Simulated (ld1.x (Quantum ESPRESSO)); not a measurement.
**Before and after: TM potential for chlorine**

- Element: chlorine
- Generator: ld1.x (Quantum ESPRESSO) 7.5
- Type: norm-conserving Troullier–Martins (Kleinman–Bylander form)
- Functional: PBEsol
- Relativity: non-relativistic
- Frozen core: [Ne]
- Valence charge: 7
- Reference configuration: 3s2 3p4 (charge +1)
- Partial waves: 3s (bound): rc 1.00 bohr; 3d channel at -0.15 Ry: rc 1.05 bohr; 3p (bound): rc 0.90 bohr
- Local potential: the p channel
- Core correction: none

Change: all radii scaled by about 1.40 (s 1.40, p 1.26, d 1.48 bohr).

Cutoffs: the cutoffs (Ry, on a coarse ladder) from which the occupation-weighted sum of valence levels, in a spherical-Bessel basis at the reference potential, stays within 10 and 1 mRy of its value at 400 Ry; they do not see the model core or the augmentation charge, which bear on the density cutoff. Errors are all-electron minus pseudo energies relative to the spin-unpolarised reference configuration.

Problem. What does the change do?

Solution. Of the 7 tests that both files solve, the error grows in 0 and shrinks in 7 by more than 15 % and 0.3 meV (median size 10.3 → 4.1 meV); neither file shows a bound ghost. That the errors move this way runs against the usual rule that smaller radii transfer better.

```tsv
quantity	base	changed
cutoff, loose	230 Ry	50 Ry
cutoff, tight	over 300 Ry	80 Ry
loose cutoff by channel (10 mRy a level)	s 70 Ry, p 160 Ry	s 30 Ry, p 15 Ry
bound ghosts	none	none
error for 3s2 3p5, meV [ΔE -13.85 eV]	+9.4	+4.0
error for 3s2 3p3, meV [ΔE 25.41 eV]	+20	+10
error for 3s2 3p2, meV [ΔE 63.67 eV]	+105	+60
error for 3s2 3p1, meV [ΔE 115.86 eV]	+298	+190
error for 3s1 3p6, meV [ΔE -1.92 eV]	+10	+4.1
error for 3s2 3p4.5, meV [ΔE -8.28 eV]	+2.9	+1.3
error for 3s1 3p5, meV [ΔE 12.48 eV]	+8.0	+1.7
```
